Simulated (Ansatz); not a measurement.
Molecule: C$_{6}$H$_{7}$, net charge -1, singlet state. It need not be the lowest isomer of its formula. Whether it binds its extra electron was not tested at this geometry. 
Geometry from a B3LYP-D3(BJ)/def2-TZVP (Ansatz, an electronic-structure program) optimisation:
```xyz
13

C      2.1221     0.3400     0.2598
C      0.7687     0.1984     0.0750
C     -0.2258     1.1287    -0.3230
C     -1.4919     0.4801    -0.3650
C     -1.4227    -0.8399    -0.0190
C      0.0322    -1.1399     0.2943
H      2.7405    -0.4942     0.5721
H      2.6194     1.2907     0.0998
H     -0.0468     2.1698    -0.5578
H     -2.4132     0.9872    -0.6438
H     -2.2320    -1.5539     0.0301
H      0.4552    -1.9152    -0.3574
H      0.1810    -1.4888     1.3242
```
Charge -1, spin multiplicity 1.

Basis-set convergence of Hartree-Fock and MP2 correlation energies (hartree) with Ansatz. Valence correlation only, unless marked. Spin-orbit coupling is left out. Non-relativistic.

```csv
basis,functions,E(HF),"E(corr, MP2)"
aug-cc-pVDZ,201,-231.22058,-0.85605
aug-cc-pVTZ,437,(withheld),(withheld)
```

Task: Complete the blanks.

Result: 
- aug-cc-pVTZ, E(HF): -231.27303
- aug-cc-pVTZ, E(corr, MP2): -1.01529
